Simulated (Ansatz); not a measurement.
Input file for Ansatz (an electronic-structure program): U-B3LYP-D3(BJ)/def2-TZVP on H2MoO2 (SMILES [OH][Mo][OH]), 2S+1 = 3, a spin state set in the input, which need not be the lowest. Elements past Kr take the def2 small-core potentials; no spin–orbit coupling.

Ansatz 0.2 input:
```yaml
crystal:
  periodic: [false, false, false]
  atoms:
    - {symbol: Mo, position_ang: [0.06844921, -0.03195018, 0.02723449]}
    - {symbol: O, position_ang: [1.32837633, 0.22321317, -1.09866586]}
    - {symbol: H, position_ang: [1.71050574, 0.42750861, -1.98288826]}
    - {symbol: O, position_ang: [-1.24681900, -0.24660632, 1.16997548]}
    - {symbol: H, position_ang: [-1.91428343, -0.34251872, 1.82722993]}
basis:
  gaussian:
    orbitals: def2-TZVP
hamiltonian:
  xc: b3lyp
  dispersion: d3bj
magnetization: {spin_polarized: true, initial_magnetization: 2}
relax: {f_tol: 0.005, max_steps: 120}
```

The log:

```
WARN ansatz: RAYON_NUM_THREADS=1 ignored (pool sized by the plan → 1); use --threads N
Functional definition: B3LYP
integrals: 0.03 GiB planned
761 factors; their error is unknown
mean field: 0.43 GiB planned
mean field evaluation 1: about -5975.0581 eV, gradient 5.4e1 eV
mean field evaluation 2: about -5950.7674 eV, gradient 9.6e1 eV
mean field evaluation 4: about -5983.9884 eV, gradient 6.1e0 eV
mean field evaluation 8: about -5984.2147 eV, gradient 2.4e-1 eV
mean field evaluation 16: about -5984.2151 eV, gradient 2.6e-2 eV
mean field evaluation 32: about -5984.5285 eV, gradient 9.6e-6 eV
mean field -5984.52853007 eV, -219.9273670211 hartree, gradient 9.6e-6 eV, S^2 2.013729; 6 other end points of the search recorded, 0 dependent functions left out
the calculation of the forces begins
reference -5984.52875906 eV, -219.9273754360 hartree; 17, 15 occupied and 97, 99 virtual orbitals, 761 factors
relax step   1: F+E_penalty+E_count = -5984.66389658 eV  Δ(F+E_penalty+E_count) = +0.000e0 eV  max|allowed force component| = 5.523e0 eV/Å  Δτ_max = 0.0000 Å  (161 SCF iters, accepted)
these checks for a lower state are left out or cut short: starts, cluster_reference, orbital_swaps, neighbouring_geometries, increment
integrals: 0.03 GiB planned
761 factors; their error is unknown
mean field: 0.42 GiB planned
mean field -5985.04656568 eV, -219.9464044784 hartree, gradient 8.5e-6 eV, S^2 2.015547; 0 other end points of the search recorded, 0 dependent functions left out
the calculation of the forces begins
reference -5985.04679533 eV, -219.9464129181 hartree; 17, 15 occupied and 97, 99 virtual orbitals, 761 factors
relax step   2: F+E_penalty+E_count = -5985.17959232 eV  Δ(F+E_penalty+E_count) = -5.157e-1 eV  max|allowed force component| = 1.241e0 eV/Å  Δτ_max = 0.0975 Å  (81 SCF iters, accepted)
these checks for a lower state are left out or cut short: starts, cluster_reference, orbital_swaps, neighbouring_geometries, increment
integrals: 0.03 GiB planned
761 factors; their error is unknown
mean field: 0.42 GiB planned
mean field evaluation 64: about -5985.0753 eV, gradient 1.5e-3 eV
mean field -5985.07528203 eV, -219.9474597850 hartree, gradient 1.6e-5 eV, S^2 2.015865; 0 other end points of the search recorded, 0 dependent functions left out
the calculation of the forces begins
reference -5985.07551187 eV, -219.9474682313 hartree; 17, 15 occupied and 97, 99 virtual orbitals, 761 factors
relax step   3: F+E_penalty+E_count = -5985.20788496 eV  Δ(F+E_penalty+E_count) = -2.829e-2 eV  max|allowed force component| = 1.941e-1 eV/Å  Δτ_max = 0.0439 Å  (65 SCF iters, accepted)
these checks for a lower state are left out or cut short: starts, cluster_reference, orbital_swaps, neighbouring_geometries, increment
integrals: 0.03 GiB planned
761 factors; their error is unknown
mean field: 0.42 GiB planned
mean field -5985.08377007 eV, -219.9477717144 hartree, gradient 6.6e-6 eV, S^2 2.015804; 0 other end points of the search recorded, 0 dependent functions left out
the calculation of the forces begins
reference -5985.08400021 eV, -219.9477801722 hartree; 17, 15 occupied and 97, 99 virtual orbitals, 761 factors
relax step   4: F+E_penalty+E_count = -5985.21649601 eV  Δ(F+E_penalty+E_count) = -8.611e-3 eV  max|allowed force component| = 5.259e-1 eV/Å  Δτ_max = 0.0446 Å  (77 SCF iters, accepted)
these checks for a lower state are left out or cut short: starts, cluster_reference, orbital_swaps, neighbouring_geometries, increment
integrals: 0.03 GiB planned
761 factors; their error is unknown
mean field: 0.42 GiB planned
mean field -5985.08498766 eV, -219.9478164602 hartree, gradient 1.2e-5 eV, S^2 2.015734; 0 other end points of the search recorded, 0 dependent functions left out
the calculation of the forces begins
reference -5985.08521837 eV, -219.9478249385 hartree; 17, 15 occupied and 97, 99 virtual orbitals, 761 factors
relax step   5: F+E_penalty+E_count = -5985.21789388 eV  Δ(F+E_penalty+E_count) = -1.398e-3 eV  max|allowed force component| = 9.239e-1 eV/Å  Δτ_max = 0.0450 Å  (78 SCF iters, accepted)
these checks for a lower state are left out or cut short: starts, cluster_reference, orbital_swaps, neighbouring_geometries, increment
integrals: 0.03 GiB planned
761 factors; their error is unknown
mean field: 0.42 GiB planned
mean field evaluation 96: about -5985.0850 eV, gradient 1.4e-4 eV
mean field -5985.08501625 eV, -219.9478175108 hartree, gradient 7.4e-6 eV, S^2 2.015728; 0 other end points of the sea
[...]
tep  13: F+E_penalty+E_count = -5985.21947443 eV  Δ(F+E_penalty+E_count) = -8.745e-4 eV  max|allowed force component| = 9.634e-1 eV/Å  Δτ_max = 0.0156 Å  (80 SCF iters, accepted)
these checks for a lower state are left out or cut short: starts, cluster_reference, orbital_swaps, neighbouring_geometries, increment
integrals: 0.03 GiB planned
761 factors; their error is unknown
mean field: 0.42 GiB planned
mean field -5985.08686908 eV, -219.9478856009 hartree, gradient 2.1e-5 eV, S^2 2.015631; 0 other end points of the search recorded, 0 dependent functions left out
the calculation of the forces begins
reference -5985.08710047 eV, -219.9478941044 hartree; 17, 15 occupied and 97, 99 virtual orbitals, 761 factors
relax step  14: F+E_penalty+E_count = -5985.21997737 eV  Δ(F+E_penalty+E_count) = -5.029e-4 eV  max|allowed force component| = 9.392e-1 eV/Å  Δτ_max = 0.0080 Å  (75 SCF iters, accepted)
these checks for a lower state are left out or cut short: starts, cluster_reference, orbital_swaps, neighbouring_geometries, increment
integrals: 0.03 GiB planned
761 factors; their error is unknown
mean field: 0.42 GiB planned
mean field -5985.08924157 eV, -219.9479727884 hartree, gradient 5.9e-6 eV, S^2 2.015573; 0 other end points of the search recorded, 0 dependent functions left out
the calculation of the forces begins
reference -5985.08947314 eV, -219.9479812984 hartree; 17, 15 occupied and 97, 99 virtual orbitals, 761 factors
relax step  15: F+E_penalty+E_count = -5985.22242382 eV  Δ(F+E_penalty+E_count) = -2.446e-3 eV  max|allowed force component| = 8.815e-1 eV/Å  Δτ_max = 0.0212 Å  (62 SCF iters, accepted)
these checks for a lower state are left out or cut short: starts, cluster_reference, orbital_swaps, neighbouring_geometries, increment
integrals: 0.03 GiB planned
761 factors; their error is unknown
mean field: 0.42 GiB planned
mean field -5985.09006845 eV, -219.9480031757 hartree, gradient 1.4e-5 eV, S^2 2.015559; 0 other end points of the search recorded, 0 dependent functions left out
the calculation of the forces begins
reference -5985.09030010 eV, -219.9480116888 hartree; 17, 15 occupied and 97, 99 virtual orbitals, 761 factors
relax step  16: F+E_penalty+E_count = -5985.22328169 eV  Δ(F+E_penalty+E_count) = -8.579e-4 eV  max|allowed force component| = 8.671e-1 eV/Å  Δτ_max = 0.0105 Å  (63 SCF iters, accepted)
these checks for a lower state are left out or cut short: starts, cluster_reference, orbital_swaps, neighbouring_geometries, increment
integrals: 0.03 GiB planned
761 factors; their error is unknown
mean field: 0.42 GiB planned
mean field evaluation 192: about -5985.1009 eV, gradient 2.3e-5 eV
mean field -5985.10094506 eV, -219.9484028837 hartree, gradient 4.2e-6 eV, S^2 2.015639; 0 other end points of the search recorded, 0 dependent functions left out
the calculation of the forces begins
reference -5985.10117684 eV, -219.9484114016 hartree; 17, 15 occupied and 97, 99 virtual orbitals, 761 factors
relax step  17: F+E_penalty+E_count = -5985.23403132 eV  Δ(F+E_penalty+E_count) = -1.075e-2 eV  max|allowed force component| = 7.343e-2 eV/Å  Δτ_max = 0.0529 Å  (89 SCF iters, accepted)
these checks for a lower state are left out or cut short: starts, cluster_reference, orbital_swaps, neighbouring_geometries, increment
integrals: 0.03 GiB planned
761 factors; their error is unknown
mean field: 0.42 GiB planned
mean field -5985.10163662 eV, -219.9484282983 hartree, gradient 1.0e-5 eV, S^2 2.015582; 0 other end points of the search recorded, 0 dependent functions left out
the calculation of the forces begins
reference -5985.10186830 eV, -219.9484368123 hartree; 17, 15 occupied and 97, 99 virtual orbitals, 761 factors
relax step  18: F+E_penalty+E_count = -5985.23470279 eV  Δ(F+E_penalty+E_count) = -6.715e-4 eV  max|allowed force component| = 7.732e-2 eV/Å  Δτ_max = 0.0173 Å  (77 SCF iters, accepted)
these checks for a lower state are left out or cut short: starts, cluster_reference, orbital_swaps, neighbouring_geometries, increment
integrals: 0.03 GiB planned
761 factors; their error is unknown
mean field: 0.42 GiB planned
mean field -5985.10187984 eV, -219.9484372364 hartree, gradient 8.8e-6 eV, S^2 2.015555; 0 other end points of the search recorded, 0 dependent functions left out
the calculation of the forces begins
reference -5985.10211161 eV, -219.9484457536 hartree; 17, 15 occupied and 97, 99 virtual orbitals, 761 factors
relax step  19: F+E_penalty+E_count = -5985.23500563 eV  Δ(F+E_penalty+E_count) = -3.028e-4 eV  max|allowed force component| = 3.300e-2 eV/Å  Δτ_max = 0.0172 Å  (63 SCF iters, accepted)
these checks for a lower state are left out or cut short: starts, cluster_reference, orbital_swaps, neighbouring_geometries, increment
integrals: 0.03 GiB planned
761 factors; their error is unknown
mean field: 0.42 GiB planned
mean field evaluation 224: about -5985.1021 eV, gradient 2.5e-3 eV
mean field -5985.10209750 eV, -219.9484452353 hartree, gradient 3.0e-6 eV, S^2 2.015590; 0 other end points of the search recorded, 0 dependent functions left out
the calculation of the forces begins
reference -5985.10232937 eV, -219.9484537563 hartree; 17, 15 occupied and 97, 99 virtual orbitals, 761 factors
relax step  20: F+E_penalty+E_count = -5985.23526156 eV  Δ(F+E_penalty+E_count) = -2.559e-4 eV  max|allowed force component| = 9.884e-3 eV/Å  Δτ_max = 0.0155 Å  (60 SCF iters, accepted)
these checks for a lower state are left out or cut short: starts, cluster_reference, orbital_swaps, neighbouring_geometries, increment
integrals: 0.03 GiB planned
761 factors; their error is unknown
mean field: 0.42 GiB planned
mean field -5985.10209464 eV, -219.9484451300 hartree, gradient 5.1e-6 eV, S^2 2.015561; 0 other end points of the search recorded, 0 dependent functions left out
the calculation of the forces begins
reference -5985.10232669 eV, -219.9484536578 hartree; 17, 15 occupied and 97, 99 virtual orbitals, 761 factors
relax step  21: F+E_penalty+E_count = -5985.23535488 eV  Δ(F+E_penalty+E_count) = -9.332e-5 eV  max|allowed force component| = 3.589e-2 eV/Å  Δτ_max = 0.0248 Å  (58 SCF iters, accepted)
these checks for a lower state are left out or cut short: starts, cluster_reference, orbital_swaps, neighbouring_geometries, increment
integrals: 0.03 GiB planned
761 factors; their error is unknown
mean field: 0.42 GiB planned
mean field -5985.10210978 eV, -219.9484456867 hartree, gradient 1.7e-5 eV, S^2 2.015556; 0 other end points of the search recorded, 0 dependent functions left out
the calculation of the forces begins
reference -5985.10234185 eV, -219.9484542151 hartree; 17, 15 occupied and 97, 99 virtual orbitals, 761 factors
relax step  22: F+E_penalty+E_count = -5985.23538768 eV  Δ(F+E_penalty+E_count) = -3.280e-5 eV  max|allowed force component| = 1.066e-3 eV/Å  Δτ_max = 0.0014 Å  (63 SCF iters, accepted)
integrals: 0.03 GiB planned
761 factors; their error is unknown
mean field: 0.42 GiB planned
mean field evaluation 256: about -5985.1021 eV, gradient 2.5e-3 eV
mean field evaluation 288: about -5984.9858 eV, gradient 5.5e-1 eV
mean field -5985.10210978 eV, -219.9484456867 hartree, gradient 2.1e-5 eV, S^2 2.015556; 7 other end points of the search recorded, 0 dependent functions left out
the calculation of the forces begins
reference -5985.10234185 eV, -219.9484542151 hartree; 17, 15 occupied and 97, 99 virtual orbitals, 761 factors
Total energy: -5985.23561975 eV, -219.9533520874 hartree
Atom 0 at     0.269107    -0.118949     0.244485 Å, force    -0.000233     0.000149    -0.000501 eV/Å
Atom 1 at     1.352089     0.220947    -1.193107 Å, force    -0.000183     0.000015     0.000329 eV/Å
Atom 2 at     1.618842     0.483880    -2.075573 Å, force    -0.000241    -0.000178     0.000455 eV/Å
Atom 3 at    -1.190492    -0.290798     1.337671 Å, force     0.001065    -0.000081    -0.000244 eV/Å
Atom 4 at    -2.103316    -0.265433     1.629410 Å, force    -0.000409     0.000095    -0.000039 eV/Å
Dipole moment:    -0.211425     0.094336    -0.193304 e Å
```

Self-consistency was reached.

Cost: roughly 80 core-seconds.
